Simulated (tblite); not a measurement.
Species: C8H15PS.
Structure used (GFN2-xTB), in Å, numbered top down from 1:
```xyz
25
C8H15PS angstrom
C     -2.7637   -0.0029    0.5561
C     -1.6725   -0.6606   -0.2907
C     -1.7225   -0.1395   -1.7299
C     -0.3146   -0.4339    0.3119
C      0.5498   -1.3985    0.6072
C      1.8630   -0.9990    1.2030
P      1.9768    0.8026    0.7879
C      2.5732    0.8196   -0.9481
S      2.9137    1.9906    1.9973
C      0.1405    0.9632    0.6313
H     -3.7450   -0.2667    0.1687
H     -2.6690    1.0802    0.5362
H     -2.6984   -0.3389    1.5886
H     -1.8506   -1.7414   -0.3134
H     -2.6932   -0.3553   -2.1698
H     -1.5705    0.9369   -1.7602
H     -0.9553   -0.6163   -2.3362
H      0.3437   -2.4457    0.4467
H      1.8653   -1.1076    2.2930
H      2.7078   -1.5680    0.8078
H      3.6256    0.5380   -0.9513
H      1.9977    0.1313   -1.5629
H      2.4823    1.8351   -1.3319
H     -0.2569    1.3023    1.5935
H     -0.1383    1.6986   -0.1257
```

Level: GFN2-xTB in tblite, geometry and Hessian alike; calculated harmonic values, unscaled, isolated species. Errors from tens to a few hundred cm⁻¹ against measured bands are possible. One conformer, not necessarily the lowest.

Harmonic wavenumbers (cm⁻¹): 40.2, 49.3, 120.4, 149.3, 162.3, 184.3, 205.4, 212.9, 231.3, 242.0, 259.6, 305.8, 314.6, 379.5, 488.6, 520.4, 565.3, 640.8, 732.7, 742.7, 751.2, 765.3, 787.4, 838.4, 840.1, 867.7, 883.6, 937.8, 946.3, 985.4, 1020.3, 1035.7, 1064.2, 1073.9, 1132.7, 1145.2, 1169.5, 1191.4, 1209.4, 1293.6, 1299.2, 1308.1, 1330.4, 1403.1, 1410.2, 1415.4, 1418.3, 1421.4, 1429.2, 1494.6, 1498.8, 1506.3, 1506.5, 1704.6, 2917.3, 2924.9, 2934.1, 2954.2, 2963.2, 2997.4, 3000.3, 3013.5, 3030.5, 3032.5, 3035.3, 3037.2, 3041.7, 3043.9, 3087.1.

A = 1878, B = 545.6, C = 533.3 MHz; mass 174.063 u (most abundant isotopes); point group C1, symmetry number 1.

Question: Zero-point energy?

Answer: ½Σν̃ = 45823 cm⁻¹ = 131.01 kcal/mol.

Question: Entropy at 500 K, 1 bar (ideal gas, RRHO, classical rotation)?

Answer: Translation 43.96, rotation 32.29, vibration 66.35: S = 142.6 cal/(mol K).

Question: And Cp and H(500 K) − H(0)?

Answer: Cp = 73.36 cal/(mol K), of which vibrations give 65.41 (their classical limit is 69 R = 137.1); H(500 K) − H(0) = 21.04 kcal/mol without the zero-point energy, 17.06 from vibrations.

Question: Which modes carry the vibrational entropy at 500 K?

Answer: 40.2 cm⁻¹: 6.27; 49.3 cm⁻¹: 5.87; 120.4 cm⁻¹: 4.10; 149.3 cm⁻¹: 3.68; 162.3 cm⁻¹: 3.52; 184.3 cm⁻¹: 3.27 cal/(mol K); the other 63 give 39.63 together.

Question: How do the functions run with temperature in this model?

Answer: 
| T (K) | S (cal/(mol K)) | Cp (cal/(mol K)) | H − H(0) (kcal/mol) | G − H(0) (kcal/mol) | ln q(vib) |
| --- | --- | --- | --- | --- | --- |
| 50 | 61.9 | 14.1 | 0.52 | -2.57 | 0.72 |
| 100 | 74.5 | 22.9 | 1.45 | -5.99 | 2.22 |
| 298.15 | 111.2 | 48.9 | 8.58 | -24.59 | 9.19 |
| 373.15 | 123.3 | 58.8 | 12.62 | -33.39 | 11.82 |
| 750 | 176.5 | 93.9 | 42.14 | -90.27 | 24.57 |
| 1000 | 205.5 | 107.5 | 67.42 | -138.13 | 32.36 |

q(vib) and H(0) count from the zero-point level.

Hindered rotation and anharmonicity are outside this model. Other conformers, if any are populated, would add a mixing term that is left out. The structure is chiral; the term R ln 2 for an equal mix with its mirror image is left out.
